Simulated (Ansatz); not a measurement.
Mg8O8 (started as a model of: 1x4x4 MgO rock-salt block), 16 atoms. Hardware: 4 threads of Arm Neoverse V2 on a shared host.

(1) How many basis functions does each of these Ansatz runs have, and roughly what does it cost? HF/STO-3G, charge 0 singlet, energy; PBE-D4/def2-SVP, charge 0 singlet, relaxation, 17 steps; PBE0-D4/def2-SVP, charge 0 triplet at the geometry of the charge 0 singlet, energy; PBE-D4/def2-SVP, charge 1 doublet, energy, from earlier orbitals; PBE0-D4/def2-SVP, charge 1 doublet, energy, from earlier orbitals; PBE0-D4/def2-TZVP, charge 0 singlet, energy, from earlier orbitals; PBE0-D4/def2-SVP, charge 0 singlet, energy, from earlier orbitals; PBE-D4/def2-SVP, charge -1 doublet, relaxation, 4 steps; PBE-D4/def2-SVP, charge 0 triplet at the geometry of the charge 0 singlet, energy, from earlier orbitals; PBE0-D4/def2-SVP, charge -1 doublet, energy, from earlier orbitals; PBE-D4/def2-SVP, charge 0 singlet, energy, from earlier orbitals; PBE-D4/def2-SVP, charge 1 doublet, relaxation, 6 steps.

Answers

(1) Other jobs shared the machine, so times can vary by a factor of up to 3. A dash marks memory too small to be measured apart from the calling script's.

```csv
run,functions,fitting or Cholesky vectors,wall time,peak host memory (GiB)
"HF/STO-3G, charge 0 singlet, energy",112,1270,1.2 s,–
"PBE-D4/def2-SVP, charge 0 singlet, energy, from earlier orbitals",256,2576,10 s,0.62
"PBE0-D4/def2-SVP, charge 0 singlet, energy, from earlier orbitals",256,2214,17 s,1.2
"PBE-D4/def2-SVP, charge 1 doublet, energy, from earlier orbitals",256,2576,27 s,0.76
"PBE-D4/def2-SVP, charge -1 doublet, relaxation, 4 steps",256,2576,50 s,0.65
"PBE0-D4/def2-TZVP, charge 0 singlet, energy, from earlier orbitals",504,3840,53 s,4.1
"PBE0-D4/def2-SVP, charge -1 doublet, energy, from earlier orbitals",256,2218,54 s,1.9
"PBE0-D4/def2-SVP, charge 1 doublet, energy, from earlier orbitals",256,2212,66 s,1.9
"PBE-D4/def2-SVP, charge 0 triplet at the geometry of the charge 0 singlet, energy, from earlier orbitals",256,2576,81 s,1.4
"PBE0-D4/def2-SVP, charge 0 triplet at the geometry of the charge 0 singlet, energy",256,2214,92 s,2.1
"PBE-D4/def2-SVP, charge 1 doublet, relaxation, 6 steps",256,2576,1.7 min,0.67
"PBE-D4/def2-SVP, charge 0 singlet, relaxation, 17 steps",256,2576,2.3 min,0.65
```
